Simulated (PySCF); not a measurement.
Isomers of C6H6FNO, mass 127.043 u with the commonest isotopes. Method: CAM-B3LYP/def2-SVPD in PySCF (dipole) on a GFN2-xTB geometry, gas phase. One conformer each, none proved a minimum here; rigid rotors.

Problem. Order these by rotational constant B, largest first.
A. `[CH3:1][C:2](=[O:3])[NH:4][C:5]([F:6])=[C:7]1[CH:8]=[CH:9]1` with C1–C2–N4–C5 178°, C2–N4–C5–F6 -162°
B. `[CH:1]#[C:2][C@@H:3]1[C:4](=[O:5])[NH:6][CH2:7][C@@H:8]1[F:9]` with C2–C3–C4–O5 81°, C3–C4–N6–C7 -1°, C4–N6–C7–C8 -18°, N6–C7–C8–F9 151°
C. `[CH2:1]=[C:2]([CH2:3][F:4])[c:5]1[cH:6][o:7][cH:8][n:9]1` with C1–C2–C3–F4 0°, C1–C2–C5–C6 0°
D. `[CH:1]#[C:2]/[C:3](=[CH:4]\[F:5])[C:6](=[O:7])[NH:8][CH3:9]` with C2–C3–C6–O7 180°, C3–C6–N8–C9 180°
E. `[N:1]#[C:2][C@@H:3]1[CH:4]=[C:5]([F:6])[O:7][CH2:8][CH2:9]1` with C2–C3–C4–C5 -103°, C4–C5–O7–C8 12°, C5–O7–C8–C9 -43°, O7–C8–C9–C3 61°
F. `[N:1]#[C:2][C:3]1=[CH:4][C@H:5]([F:6])[CH2:7][O:8][CH2:9]1` with C3–C4–C5–F6 142°, C4–C5–C7–O8 -51°, C5–C7–O8–C9 66°, C7–O8–C9–C3 -45°

Solution. B (1697 MHz), E (1287 MHz), A (1233 MHz), F (1173 MHz), D (1133 MHz), C (994.5 MHz).

Problem. Order these by radius of gyration √(Σ m r²/M), smallest first.
A. `[N:1]#[C:2][C@@H:3]1[CH:4]=[C:5]([F:6])[O:7][CH2:8][CH2:9]1` with C2–C3–C4–C5 -103°, C4–C5–O7–C8 12°, C5–O7–C8–C9 -43°, O7–C8–C9–C3 61°
B. `[CH:1]#[C:2]/[C:3](=[CH:4]\[F:5])[C:6](=[O:7])[NH:8][CH3:9]` with C2–C3–C6–O7 180°, C3–C6–N8–C9 180°
C. `[CH2:1]=[C:2]([CH2:3][F:4])[c:5]1[cH:6][o:7][cH:8][n:9]1` with C1–C2–C3–F4 0°, C1–C2–C5–C6 0°
D. `[CH:1]#[C:2][C@@H:3]1[C:4](=[O:5])[NH:6][CH2:7][C@@H:8]1[F:9]` with C2–C3–C4–O5 81°, C3–C4–N6–C7 -1°, C4–N6–C7–C8 -18°, N6–C7–C8–F9 151°
E. `[N:1]#[C:2][C:3]1=[CH:4][C@H:5]([F:6])[CH2:7][O:8][CH2:9]1` with C3–C4–C5–F6 142°, C4–C5–C7–O8 -51°, C5–C7–O8–C9 66°, C7–O8–C9–C3 -45°

Solution. D (1.952 Å), A (2.026 Å), E (2.154 Å), C (2.211 Å), B (2.241 Å).

Problem. Order these by rotational constant A, largest first.
A. `[CH:1]#[C:2][C@@H:3]1[C:4](=[O:5])[NH:6][CH2:7][C@@H:8]1[F:9]` with C2–C3–C4–O5 81°, C3–C4–N6–C7 -1°, C4–N6–C7–C8 -18°, N6–C7–C8–F9 151°
B. `[N:1]#[C:2][C:3]1=[CH:4][C@H:5]([F:6])[CH2:7][O:8][CH2:9]1` with C3–C4–C5–F6 142°, C4–C5–C7–O8 -51°, C5–C7–O8–C9 66°, C7–O8–C9–C3 -45°
C. `[CH2:1]=[C:2]([CH2:3][F:4])[c:5]1[cH:6][o:7][cH:8][n:9]1` with C1–C2–C3–F4 0°, C1–C2–C5–C6 0°
D. `[N:1]#[C:2][C@@H:3]1[CH:4]=[C:5]([F:6])[O:7][CH2:8][CH2:9]1` with C2–C3–C4–C5 -103°, C4–C5–O7–C8 12°, C5–O7–C8–C9 -43°, O7–C8–C9–C3 61°
E. `[CH3:1][C:2](=[O:3])[NH:4][C:5]([F:6])=[C:7]1[CH:8]=[CH:9]1` with C1–C2–N4–C5 178°, C2–N4–C5–F6 -162°
F. `[CH:1]#[C:2]/[C:3](=[CH:4]\[F:5])[C:6](=[O:7])[NH:8][CH3:9]` with C2–C3–C6–O7 180°, C3–C6–N8–C9 180°

Solution. C (4418 MHz), B (2971 MHz), D (2850 MHz), E (2697 MHz), F (2606 MHz), A (2189 MHz).

| SMILES | point group | Ia (u·Å²) | Ib (u·Å²) | Ic (u·Å²) | κ | μa (D) | μb (D) | μc (D) |
| --- | --- | --- | --- | --- | --- | --- | --- | --- |
| N#C[C@@H]1C=C(F)OCC1 | C1 | 177.34 | 392.59 | 473.50 | -0.75 | 0.37 | 2.43 | 2.78 |
| N#CC1=C[C@H](F)COC1 | C1 | 170.12 | 430.71 | 577.64 | -0.72 | 2.52 | 1.17 | 0.25 |
| C#C[C@@H]1C(=O)NC[C@@H]1F | C1 | 230.90 | 297.77 | 439.04 | 0.05 | 1.40 | 2.75 | 1.21 |
| C#C/C(=C\F)C(=O)NC | Cs | 193.93 | 445.90 | 636.64 | -0.63 | 1.07 | 3.19 | 0.01 |
| C=C(CF)c1cocn1 | Cs | 114.40 | 508.16 | 619.36 | -0.90 | 2.51 | 0.89 | 0.00 |
| CC(=O)NC(F)=C1C=C1 | C1 | 187.41 | 410.03 | 589.00 | -0.59 | 0.20 | 0.51 | 0.90 |
